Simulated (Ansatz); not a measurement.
Level of theory: frozen-core CCSD(T)/cc-pVDZ // PBE-D3(BJ)/def2-SVP in Ansatz (a first-principles code). The restricted HF reference is unstable towards unrestricted orbitals.

Ansatz 0.2 input:
```yaml
crystal:
  periodic: [false, false, false]
  atoms:
    - { symbol: N, position_ang: [0.751664, -3.127017, -0.897081] }
    - { symbol: C, position_ang: [0.517086, -2.019261, -0.58204] }
    - { symbol: C, position_ang: [0.227544, -0.669394, -0.19781] }
    - { symbol: C, position_ang: [1.274944, 0.272377, -0.038428] }
    - { symbol: Si, position_ang: [3.084961, -0.215317, -0.325581] }
    - { symbol: C, position_ang: [0.942265, 1.596912, 0.342791] }
    - { symbol: C, position_ang: [-0.379783, 1.999834, 0.564976] }
    - { symbol: C, position_ang: [-1.405667, 1.054959, 0.402893] }
    - { symbol: S, position_ang: [-3.123993, 1.306506, 0.619208] }
    - { symbol: C, position_ang: [-3.454983, -0.356291, 0.205736] }
    - { symbol: C, position_ang: [-2.326105, -1.08249, -0.085597] }
    - { symbol: C, position_ang: [-1.129953, -0.292785, 0.020443] }
    - { symbol: H, position_ang: [3.923419, 1.007067, -0.073451] }
    - { symbol: H, position_ang: [3.290451, -0.68427, -1.738306] }
    - { symbol: H, position_ang: [3.495259, -1.310881, 0.617464] }
    - { symbol: H, position_ang: [1.748348, 2.335769, 0.469145] }
    - { symbol: H, position_ang: [-0.60707, 3.034777, 0.859996] }
    - { symbol: H, position_ang: [-4.494946, -0.706607, 0.202957] }
    - { symbol: H, position_ang: [-2.333444, -2.143889, -0.367312] }
basis:
  gaussian: { orbitals: cc-pVDZ }
correlation:
  method: ccsd_t
```

Output:

```
Functional definition: HF
2006 factors; integrals over basis functions are off by at most 1.1e-3 eV
mean field evaluation 1: about -29539.7962 eV, gradient 4.2e1 eV
mean field evaluation 2: about -29540.3372 eV, gradient 4.2e1 eV
mean field evaluation 4: about -29546.2688 eV, gradient 8.8e0 eV
mean field evaluation 8: about -29546.5128 eV, gradient 6.6e-1 eV
mean field evaluation 16: about -29546.5157 eV, gradient 2.1e-6 eV
mean field evaluation 32: about -29536.3113 eV, gradient 4.0e0 eV
mean field -29546.51574013 eV, -1085.8144261021 hartree, gradient 2.1e-6 eV, S^2 0.000000; 0 other end points of the search recorded, 0 dependent functions left out; unrestricted orbitals would lower it
20 core orbitals not correlated
reference -29546.51574013 eV, -1085.8144261021 hartree; 29, 29 occupied and 162, 162 virtual orbitals, 2006 factors
second order -42.31235809 eV of doubles, -0.00000000 eV of singles
cycle   1  -41.95981546 eV  change    3.5e-1 eV  update   1.9e-1
cycle   2  -43.39693861 eV  change    -1.4e0 eV  update   6.2e-2
cycle   3  -43.73268889 eV  change   -3.4e-1 eV  update   2.8e-2
cycle   4  -43.73395006 eV  change   -1.3e-3 eV  update   8.6e-3
cycle   5  -43.73907290 eV  change   -5.1e-3 eV  update   4.3e-3
cycle   6  -43.74127105 eV  change   -2.2e-3 eV  update   1.4e-3
cycle   7  -43.74026131 eV  change    1.0e-3 eV  update   6.7e-4
cycle   8  -43.74020135 eV  change    6.0e-5 eV  update   3.0e-4
cycle   9  -43.74024406 eV  change   -4.3e-5 eV  update   1.3e-4
cycle  10  -43.74016037 eV  change    8.4e-5 eV  update   5.5e-5
cycle  11  -43.74012127 eV  change    3.9e-5 eV  update   2.4e-5
perturbative correction -2.13089114 eV, -0.0783088049 hartree
Total energy: -29592.38675254 eV, -1087.5001547155 hartree
```

Cost: roughly 12 core-minutes.
